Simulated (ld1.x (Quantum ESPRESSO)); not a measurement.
# tin (Sn), TM: configuration errors across variants

Sn (Z = 50), norm-conserving Troullier–Martins (Kleinman–Bylander form), made with ld1.x (Quantum ESPRESSO) 7.5 (PBE, scalar-relativistic). Core [Kr] 4d10, reference 5s2 5p2. Waves: 5s (bound): rc 1.70 bohr; 5p (bound): rc 2.10 bohr. Local part: all-electron potential smoothed inside 1.70 bohr (lloc = -1). Core correction: Bessel-smoothed model core inside 1.30 bohr.

All-electron excitation energies from the reference (eV): (1) 5s2 5p1 6.875; (2) 5s2 5p0 20.827; (3) 5s1 5p0 51.798; (4) 5s1 5p2 14.524; (5) 5s2 5p2.3 -0.849; (6) 5s1 5p3 6.978; (7) 5s2 5p1.5 2.616.

4 further variants failed, have other tests or another functional or relativity, and are left out.

A true bound ghost makes a file unfit for plane-wave use even where its test errors are small: the radial tests pick states by their node count and pass the ghost by.

Errors AE − PS in meV (a dash: test not solved or not reliable):

```tsv
change	(1)	(2)	(3)	(4)	(5)	(6)	(7)	bound ghosts
base	-8.1	-75	-372	-32	+0.2	-15	-1.4	s, d
local potential the p channel	-6.4	-50	-296	-33	+0.1	-15	-1.3	none
core correction Bessel-smoothed model core inside 1.98 bohr	-7.9	-74	-360	-30	+0.2	-15	-1.4	s, d
all radii but the core radius scaled by about 0.93 (s 1.58, p 1.96 bohr); local potential all-electron potential smoothed inside 1.58 bohr (lloc = -1)	-6.0	-73	-375	-19	+0.3	-13	-1.0	s, d
local potential all-electron potential smoothed inside 1.24 bohr (lloc = -1)	-8.7	-63	-338	-42	+0.1	-18	-1.7	s, p, d
wave 5s (bound): rc 1.70 bohr becomes 5s (bound): rc 2.50 bohr	-7.9	-72	-382	-38	+0.2	-22	-1.4	s, d
wave 5s (bound): rc 1.70 bohr becomes 5s (bound): rc 2.40 bohr	-7.8	-73	-373	-34	+0.2	-18	-1.4	s, d
```

**Question.** Give the same row for: wave 5p (bound): rc 2.10 bohr becomes 5p (bound): rc 2.92 bohr.

**Answer.** -8.3, -82, -393, -26, +0.2, -11, -1.4; bound ghosts: s, d.
